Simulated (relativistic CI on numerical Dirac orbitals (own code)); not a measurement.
Radial parameters of Os50+

Computed by Dirac-Coulomb-Breit CI, KLI orbitals optimised for each configuration, QED by a radiative potential, unscaled Slater integrals (own radial code, finite nucleus).

Slater integrals F^k, G^k are unscaled and averaged over j, outside the closed core [Ne]; ζ comes from projecting the Hamiltonian with its Breit term on Σ l·s of the shell.

- 3s²3p⁶3d⁸: F^2(3d,3d) = 607030, F^4(3d,3d) = 391670, ζ(3d) = 248920 cm⁻¹; <r>(3d) = 0.1679, <r^2>(3d) = 0.03272 (bohr units).
- 3s²3p⁵3d⁹: ζ(3p) = 1.9198e+06, F^2(3p,3d) = 528790, G^1(3p,3d) = 567370, G^3(3p,3d) = 377120, ζ(3d) = 247020 cm⁻¹; <r>(3p) = 0.1865, <r^2>(3p) = 0.04033, <r>(3d) = 0.1681, <r^2>(3d) = 0.0328 (bohr units).
- 3s²3p⁴3d¹⁰: F^2(3p,3p) = 524340, ζ(3p) = 1.9189e+06 cm⁻¹; <r>(3p) = 0.1866, <r^2>(3p) = 0.0404 (bohr units).

(1) Give the Racah parameters of the d shell in 3s²3p⁶3d⁸.

Averages of the first 10 configurations, taken without configuration mixing, which lowers the lowest level and can move excited configurations by several eV; other configurations of the list can lie among them:

| Configuration | Parity | States | Average energy above the lowest level (eV) |
| --- | --- | --- | --- |
| 3s²3p⁶3d⁸ | even | 45 | 68.5 |
| 3s²3p⁵3d⁹ | odd | 60 | 618.7 |
| 3s²3p⁴3d¹⁰ | even | 15 | 1177.4 |
| 3s3p⁶3d⁹ | even | 20 | 1104.0 |
| 3p⁶3d¹⁰ | even | 1 | 2150.9 |
| 3s3p⁵3d¹⁰ | odd | 12 | 1652.5 |
| 3s²3p⁶3d⁷4s | even | 240 | 1887.1 |
| 3s²3p⁶3d⁷4p | odd | 720 | 2070.4 |
| 3s²3p⁴3d⁹4s | even | 300 | 2976.6 |
| 3s²3p⁶3d⁷4d | even | 1200 | 2277.0 |

Answers

(1) B = F²/49 − 5F⁴/441 = 7948 cm⁻¹ and C = 35F⁴/441 = 31085 cm⁻¹.
